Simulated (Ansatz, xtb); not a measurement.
## C4H8Si: which of two isomers lies lower

Structure a is `C=CC(=C)[SiH3]`, a singlet and structure b is `C=C/C=C/[SiH3]`, a singlet. Both are isolated molecules in the gas phase, relaxed with r2SCAN-D4/def2-SVP; the shapes shown needn't be the lowest conformers.

a (Å):

```yaml
atoms:
  - { symbol: C, position_ang: [1.4081, -0.8420, 0.3757] }
  - { symbol: C, position_ang: [0.3735, -1.2287, -0.3923] }
  - { symbol: C, position_ang: [-1.0080, -0.7630, -0.2588] }
  - { symbol: C, position_ang: [-1.9647, -1.2272, -1.0960] }
  - { symbol: Si, position_ang: [-1.4759, 0.4865, 1.0763] }
  - { symbol: H, position_ang: [1.2885, -0.1202, 1.1917] }
  - { symbol: H, position_ang: [2.4148, -1.2360, 0.2135] }
  - { symbol: H, position_ang: [0.5561, -1.9564, -1.1965] }
  - { symbol: H, position_ang: [-1.7243, -1.9547, -1.8829] }
  - { symbol: H, position_ang: [-3.0081, -0.9037, -1.0287] }
  - { symbol: H, position_ang: [-2.9372, 0.7671, 0.9647] }
  - { symbol: H, position_ang: [-1.1785, -0.0454, 2.4416] }
  - { symbol: H, position_ang: [-0.7145, 1.7628, 0.9121] }
```

b (Å):

```xyz
13

C    -2.0910   -0.1955    1.0466
C    -0.7954    0.0359    1.3300
C     0.2625    0.0388    0.3351
C     1.5705    0.2696    0.6017
Si    2.9156    0.2695   -0.6879
H    -2.4177   -0.3986    0.0208
H    -2.8588   -0.1890    1.8247
H    -0.4940    0.2371    2.3667
H    -0.0540   -0.1643   -0.6989
H     1.8403    0.4681    1.6505
H     2.3142   -0.0208   -2.0245
H     3.9553   -0.7628   -0.3833
H     3.6125    1.5929   -0.7408
```

Energies in hartree; the thermal terms are from GFN2-xTB frequencies at re-optimised GFN2-xTB minima (ideal gas, soft modes damped towards free rotors, one conformer each, 298.15 K, 1 atm) and include the zero-point energy:

```
                              a           b
E, CCSD(T)/def2-SVP  −445.536080  −445.538633
    E, MP2/def2-SVP  −445.446317  −445.448935
  E, MP2/def2-TZVPP  −445.860053  −445.862099
  zero-point energy     0.097018     0.096934
       H(298 K) − E     0.105077     0.105253
       G(298 K) − E     0.066562     0.065942
```

**Question.** Correct the CCSD(T) difference for the basis set by the MP2 change, then work out ΔE, ΔE₀, ΔH and ΔG for a → b in kcal/mol (1 Eh = 627.51 kcal/mol) and the equilibrium ratio [b]/[a].

**Answer.** 1. Differences b − a: CCSD(T) −0.002553, MP2 in the small set −0.002618, MP2 in the large set −0.002046 Eh.
2. ΔE = −0.002553 + (−0.002046 − (−0.002618)) = −0.001981 Eh = −1.24 kcal/mol.
3. ΔE₀ = ΔE + ΔZPE = −0.001981 + (−0.000084) Eh = −1.30 kcal/mol.
4. ΔH = ΔE + (+0.000176) Eh = −1.13 kcal/mol.
5. ΔG = ΔE + (−0.000620) Eh = −1.63 kcal/mol, so ΔS = (ΔH − ΔG)/T = +7.0 J/(mol K).
6. kT = 0.9442 mEh, so K = [b]/[a] = exp(−ΔG/kT) = exp(+2.75) ≈ 16.

Structure b is favoured at this temperature. An error of 1 kcal/mol in ΔG would change K by a factor of 5.4. Mirror images and further conformers aren't counted.

As drawn, both hold the same kinds of bond in the same numbers.

Other levels gave ΔE = −1.7 (GFN2-xTB); −2.5 (HF/STO-3G, GFN2-xTB geometries); −2.2 (r2SCAN-D4/def2-SVP//GFN2-xTB); −2.1 (r2SCAN-D4/def2-SVP); −3.1 (HF/def2-SVP); −1.6 (MP2/def2-SVP); −1.6 (CCSD(T)/def2-SVP) kcal/mol. The correlated steps freeze 9 core orbitals. Programs: Ansatz 0.2.0, xtb 6.7.1.
